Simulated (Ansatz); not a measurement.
Reactions of CH8BFSi2 (`BC([SiH3])[SiH2]F`).

Computed with Ansatz on PBE0-D4/def2-TZVP structures; ΔE is electronic, products minus reactants. CCSD(T)/CBS is the MP2 limit (def2-TZVPP, def2-QZVPP) plus CCSD(T) − MP2 in def2-TZVPP, frozen cores. This one scheme is used for every species. For Ge outer-core shells are correlated without core-valence functions, which leaves a few kJ/mol of doubt a bond. Scalar relativity is left out up to krypton. Each species was taken in one conformer, which may not be the lowest.

(1) Order these by ΔE at CCSD(T)/CBS, lowest first. (Best estimate.)
A. `BC([SiH3])[SiH2]F` + `CC(N)F` → `BNC(C)F` + `F[SiH2]C[SiH3]`
B. `BC([SiH3])[SiH2]F` + CH₃OH → `BC([SiH3])OC` + `F[SiH3]`
C. `BC([SiH3])[SiH2]F` + GeH₄ → `B[CH]([SiH3])[GeH3]` + `F[SiH3]`
D. `BC([SiH3])[SiH2]F` + `O[SiH2][AlH2]` → `[AlH2][SiH2]O[SiH3]` + `BC[SiH2]F`
E. `BC([SiH3])[SiH2]F` + H₂ → `BC[SiH2]F` + SiH₄
F. `BC([SiH3])[SiH2]F` + `CB(C)O` → `CB(C)O[SiH3]` + `BC[SiH2]F`
G. `BC([SiH3])[SiH2]F` → `BC(F)[SiH3]` + `[SiH2]`

Largest T1 diagnostic: 0.014, for `[SiH2]`.

## Answers

(1) A (-25.7 kcal/mol), D (-20.3 kcal/mol), F (-15.1 kcal/mol), E (-0.5 kcal/mol), C (+4.6 kcal/mol), B (+30.8 kcal/mol), G (+121.9 kcal/mol).
